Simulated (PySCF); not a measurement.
33S chemical shifts

- NMR shieldings at PBE0/pcSseg-1/GIAO
- structure optimised with GFN2-xTB
- code: PySCF 2.14
- no solvent model, equivalent nuclei averaged, single conformer, relativity neglected

Shieldings were converted by a linear fit to measured shifts: 33S: δ = 158.28 − 0.937σ (rms 33.3 ppm, 20 shifts vs sulfate, solution or neat liquid). A few per cent of atoms miss by over 2 rms, more outside the fitted compound classes.

(1) Give the 33S shifts of `c1cc2sccc2[nH]1`, `CC(=S)SC(F)(F)F`, `FC(F)C1SCCS1`, `C[C@@H](C#N)S/C=C/F`.

(2) Order these by 33S shift, lowest first.
A. c1cc2sccc2[nH]1
B. P[SiH2]c1cccs1
C. CC#Cc1ccsn1
D. F[C@@H]1C[C@@H](F)SCS1

## Answers

(1) 
| compound | environment | δ (ppm) |
| --- | --- | --- |
| c1cc2sccc2[nH]1 | aromatic ring sulfur | -186 |
| [CH3:1][C:2](=[S:3])[S:4][C:5]([F:6])([F:7])[F:8] | S3: thione sulfur | 529 |
| [CH3:1][C:2](=[S:3])[S:4][C:5]([F:6])([F:7])[F:8] | S4: sulfide sulfur | 72 |
| FC(F)C1SCCS1 | sulfide sulfur (×2) | -252 |
| C[C@@H](C#N)S/C=C/F | sulfide sulfur | -248 |

(2) D (-226 ppm, sulfide sulfur), A (-186 ppm, aromatic ring sulfur), B (-71 ppm, aromatic ring sulfur), C (49 ppm, aromatic ring sulfur).
